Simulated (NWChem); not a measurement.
System: MgSiH₃I; SMILES [SiH3][Mg][I]

Computed with NWChem. All runs use the structure optimised with PBE0/def2-SVP. Not confirmed as a minimum by frequencies. def2 effective core potentials on I; no spin-orbit coupling. Ions are spin-unrestricted doublets at the neutral geometry; other ion states weren't tried.

Problem. Estimate the computed values for PBE0/def2-SVP. Quantities: −ε(HOMO) (eV).

Solution. 
| Item | Value |
|---|---|
| −ε(HOMO) (eV) | 7.42 |
